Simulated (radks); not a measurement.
Results of a calculation; reference values are marked as such.
The osmium ion Os29+, 47 electrons, occupied as [Kr] 4d10 4f1 (the NIST ground configuration).

Code: a radial shooting solver on a logarithmic mesh with Libxc functionals. Model: scalar-relativistic Kohn-Sham, r2SCAN, spin-polarised, spherical densities, finite nucleus; open shells are filled with parallel spins first (spin-orbit coupling, left out, can overturn this in heavy ions); meta-GGA in the generalised Kohn-Sham scheme; Fermi nuclear charge, rms radius 5.4126 fm.

Energy parts (eV):
part                       energy
total                  -458472.66
kinetic                 509224.60
electron-nucleus      -1086066.40
Hartree                 126476.74
exchange-correlation     -8107.59

Orbitals (lengths in bohr, moments of r in powers of bohr):
orbital  occ.  eigenvalue (eV)  <1/r>
1s down     1        -74959.56  90.42
1s up       1        -74959.55  90.42
2s up       1        -13929.52  21.18
2s down     1        -13929.50  21.18
2p up       3        -12258.82  19.05
2p down     3        -12258.80  19.05
3s up       1        -4041.346  7.889
3s down     1        -4039.716  7.891
3p up       3        -3548.136  7.249
3p down     3        -3546.487  7.252
3d up       5        -2998.675  6.822
3d down     5        -2997.411  6.825
4s up       1        -1582.719  3.567
4s down     1        -1580.325  3.564
4p up       3        -1408.487  3.298
4p down     3        -1406.198  3.295
4d up       5        -1196.523  3.050
4d down     5        -1194.183  3.048
4f up       1        -972.6330  2.798
4f down     0        -969.8914  2.796

The highest occupied level is 4f up at -972.63 eV. Spin moment in Bohr magnetons: 1. Summed over all electrons, <r^2> = 4.704 bohr^2, which gives a Langevin (diamagnetic) susceptibility term of -3.73 x 10^-6 cm^3/mol. The electron density at the nucleus is 1.788e+06 e/bohr^3 (large components only). For comparison, the ionisation energy in NIST's Atomic Spectra Database is 1015 eV (theoretical). In exact Kohn-Sham theory the highest level is minus the ionisation energy, but local and semilocal functionals leave it too shallow, through self-interaction and a potential that decays too fast; potentials with the right tail come closer.
